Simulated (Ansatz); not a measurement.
`C[CH2][Al]([SH])[O]C` → `[CH2]` (triplet) + `C[CH2][Al]([OH])[SH]`  (formal loss of a carbene)

Gas-phase electronic energies from Ansatz, PBE0-D4/def2-TZVP geometries. CBS: MP2 limit from def2 TZ/QZ plus the TZ coupled-cluster correction, frozen cores. This one scheme is used for every species. Functionals use def2-TZVPP. Triplets are unrestricted, without spin–orbit coupling. One conformer a species, not always the lowest.

Question: Is it downhill or uphill in electronic energy at CCSD(T)/CBS, and by how much? (An estimate is asked.)

Answer: Ansatz gave: Uphill: ΔE = +3.89 eV.

Question: What do these levels give: r2SCAN-D4, PBE0-D4, ωB97X-V, PBE0, MP2/def2-QZVPP, CCSD/CBS(def2)? (An estimate is asked.)

Answer: The calculation gave: r2SCAN-D4 3.69, PBE0-D4 3.90, ωB97X-V 4.06, PBE0 3.85, MP2/def2-QZVPP 3.93, CCSD/CBS(def2) 3.78 eV.

Largest T1 diagnostic among the species: 0.011.

The D4 term adds +0.10 eV with B3LYP and +0.05 eV with PBE0; it sums over pairs of atoms, weighted by their polarisabilities, and B3LYP, whose exchange is more repulsive, gets the larger term. In def2-TZVPP, CCSD(T) changes the Hartree–Fock value by +1.30 eV (the triples alone add +0.11 eV) and MP2 by +1.37 eV.

B3LYP here is the variant with VWN-RPA as its local correlation; programs differ in this.
